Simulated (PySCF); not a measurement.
Calculated NMR parameters of O=C[C@@]1([SiH3])C[C@H]1N[SiH3]

* Formula: C4H11NOSi2
* SMILES: O=C[C@@]1([SiH3])C[C@H]1N[SiH3]
* Point group of the computed structure: C1
* Degrees of unsaturation: 2
* Carbon signals: 4
* Proton signals: 7

Atoms are numbered as in `[O:1]=[CH:2][C@@:3]1([SiH3:4])[CH2:5][C@H:6]1[NH:7][SiH3:8]` (H(Xn): hydrogen on atom n). Ha(C5) is cis to N7 on the ring; Hb(C5) is trans to N7 on the ring.

Theoretical values (PySCF): NMR shieldings at PBE0/pcSseg-1/GIAO, coordinates at the GFN2-xTB level. One averaged value for each set of equivalent atoms, gas phase, single conformer, relativity neglected.

δ = σ(ref) − σ, references computed at the same level: ¹H (σ = 31.72 ppm), ¹³C (σ = 186.93 ppm), ²⁹Si (σ = 349.16 ppm) vs TMS; ¹⁵N (σ = 267.73 ppm) against NH3; ¹⁷O (σ = 336.08 ppm) vs H2O.

| carbon | δC, type | δH (multiplicity) | HMBC from (2–3 bonds) | span of the C tensor (ppm) |
| --- | --- | --- | --- | --- |
| C2 | 211.8, CH | 9.48 (s) | H(Si4), H(C6), Ha(C5), Hb(C5) | 216 |
| C3 | 29.1, C | – | H(C2), H(Si4), H(C6), Ha(C5), Hb(C5) | 121 |
| C5 | 23.8, CH2 | Ha(C5) 1.71 (m); Hb(C5) 1.47 (m) | H(C2), H(Si4), H(C6) | 49 |
| C6 | 49.4, CH | 2.79 (m) | H(C2), H(Si8), H(Si4), Ha(C5), Hb(C5) | 79 |

Other nuclei:
| atoms | nucleus | environment | δ (ppm) | σ (ppm) |
| --- | --- | --- | --- | --- |
| H(Si8) | ¹H | hydrogen on a silicon bonded to N | 4.63 | 27.08 |
| H(Si4) | ¹H | hydrogen on a silicon bonded to C | 3.83 | 27.89 |
| H(N7) | ¹H | hydrogen on a nitrogen bonded to C, Si | 0.19 | 31.52 |
| Si8 | ²⁹Si | silicon bonded to N, 3 H | -54.0 | 403.2 |
| Si4 | ²⁹Si | silicon bonded to C, 3 H | -65.5 | 414.6 |
| N7 | ¹⁵N | nitrogen bonded to C, Si, H | 30.4 | 237.4 |
| O1 | ¹⁷O | aldehyde oxygen | 702.1 | -366.0 |

- Carbon types of the structure: 1 × C, 2 × CH, 1 × CH2, leaving 7 H on heteroatoms.
- δC 211.8: aldehyde carbonyl carbon; the double bond to the heteroatom, with no lone-pair donor beside it, deshields it most.
- δC 49.4, 29.1, 23.8: three-membered-ring carbon.
- δH 9.48: hydrogen on an aldehyde carbonyl carbon; deshielded by the polar, anisotropic C=O bond.
- δH 2.79, 1.71, 1.47: hydrogen on a three-membered-ring carbon.
- δH 0.19: hydrogen on a nitrogen bonded to C, Si; exchangeable; this is the value without hydrogen bonding to other molecules.

OH/NH shifts are gas-phase values; hydrogen bonding in solution moves them, usually downfield. Shifts are as computed. Against solution values, carbons near 30 ppm lie about +3 ppm off and those near 130 ppm about +5 ppm. Of 1309 compounds with measured shifts, 239 miss one by over three times the rms of a fit or turn the order of signals round; such compounds aren't used in these exercises. Unscaled 17O shifts of doubly bonded oxygen tend to come out too high, by tens of ppm or more. Experimental scales use liquid or dissolved standards, which lie at an offset from isolated NH3 (liquid NH3: subtract about 20 ppm) and H2O (liquid H2O: subtract about 36 ppm). Multiplicities follow the n + 1 count of equivalent neighbours, as no J values were calculated; m marks all less simple cases, F and P coupling included.
